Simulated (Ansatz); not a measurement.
Reactions of BrCdH₂N (`[NH2][Cd][Br]`).

Calculated with Ansatz (gas phase, PBE0-D4/def2-TZVP geometries, no zero-point term in ΔE). CBS: MP2 limit from def2 TZ/QZ plus the TZ coupled-cluster correction, frozen cores. This one scheme is used for every species. def2 core potentials past Kr. For Br, Cd outer-core shells are correlated without core-valence functions, which leaves a few kJ/mol of doubt a bond. Scalar relativity is left out up to krypton. Each species was taken in one conformer, which may not be the lowest.

Question: Order these by ΔE at CCSD(T)/CBS, lowest first. (Estimate.)
A. `[NH2][Cd][Br]` + H–F → `[NH2][Cd][F]` + HBr
B. `[NH2][Cd][Br]` + H₂O → `[NH2][Cd][OH]` + HBr
C. `[NH2][Cd][Br]` + H₂O → `[OH][Cd][Br]` + NH₃
D. `[NH2][Cd][Br]` + `O[SiH3]` → `[SiH3][O][Cd][Br]` + NH₃
E. `[NH2][Cd][Br]` + H₂S → `[NH2][Cd][SH]` + HBr
F. `[NH2][Cd][Br]` + HCl → `[Cl][Cd][Br]` + NH₃
G. `[NH2][Cd][Br]` + CH₄ → `[CH3][Cd][Br]` + NH₃
H. `[NH2][Cd][Br]` + HBr → `[Br][Cd][Br]` + NH₃

Answer: H (-154.9 kJ/mol), F (-129.4 kJ/mol), D (-35.9 kJ/mol), C (-11.7 kJ/mol), G (+2.9 kJ/mol), E (+55.0 kJ/mol), A (+110.7 kJ/mol), B (+143.3 kJ/mol).

Largest T1 diagnostic: 0.016, for `[NH2][Cd][F]`.
